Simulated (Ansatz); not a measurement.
Frontier orbitals of C$_{2}$H$_{7}$BSi, SMILES `B/C=C/[SiH3]`.

Z-matrix (Å, degrees):
```
Si
C 1 1.869
H 1 1.485 2 109.3
H 1 1.488 2 109.9 3 -120.6
H 1 1.488 2 109.9 3 120.6
C 2 1.347 1 124.8 3 -0.3
H 2 1.091 1 118.2 3 179.7
B 6 1.539 2 121.3 1 -179.9
H 6 1.091 2 117.8 1 0.0
H 8 1.197 6 121.9 2 179.7
H 8 1.198 6 118.7 2 -0.3
```

Charge 0, multiplicity 1. Geometry: relaxed with PBE0-D4/def2-TZVP. Basis def2-TZVPP, Ansatz.

Orbital energies of one run (eV). Highest occupied ones, from the top: -8.23, -8.51, -9.07, -9.64, -9.95, -10.90, -11.49, -13.70, -14.57, -16.38, -21.20, -98.90, -98.91, -98.91. Empty: -2.58, 0.42, 0.50, 0.96, 1.31, 1.48.

Task: Which functional gave them?
A. revPBE
B. B97M-V
C. BHLYP
D. B3LYP

Result: D. HOMO energies: B3LYP -8.23, B97M-V -7.67, revPBE -7.33, BHLYP -9.31 eV.

B3LYP here is the variant with VWN-RPA as its local correlation; programs differ in this.
